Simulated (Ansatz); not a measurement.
Wavefunction ladder for CH4ClSSi, SMILES `C[SiH]([S])Cl` radical

Z-matrix (Å, degrees):
```
C
Si 1 1.859
H 1 1.092 2 109.3
H 1 1.092 2 110.3 3 120.2
H 1 1.092 2 110.6 3 -119.3
S 2 2.113 1 109.8 3 179.4
Cl 2 2.061 1 108.4 3 55.4
H 2 1.484 1 113.5 3 -62.7
```

Total charge 0; spin multiplicity 2. Geometry: relaxed with PBE0-D4/def2-TZVP. Frozen core, unrestricted reference, Ansatz 0.2.0. CBS rows extrapolate triple and quadruple zeta; past MP2 they add the triple-zeta difference.

```csv
basis,HF (Eh),MP2 corr.,CCSD corr.,(T),CCSD(T) total
def2-SVP,-1185.84193,-0.47270,-0.52807,-0.01342,-1186.38342
def2-TZVPP,-1186.28833,-0.62766,-0.68725,-0.02879,-1187.00437
def2-QZVPP,-1186.32317,-0.68238,–,–,–
CBS(def2),-1186.32797,-0.72292,-0.78251,as TZ,-1187.13927
```
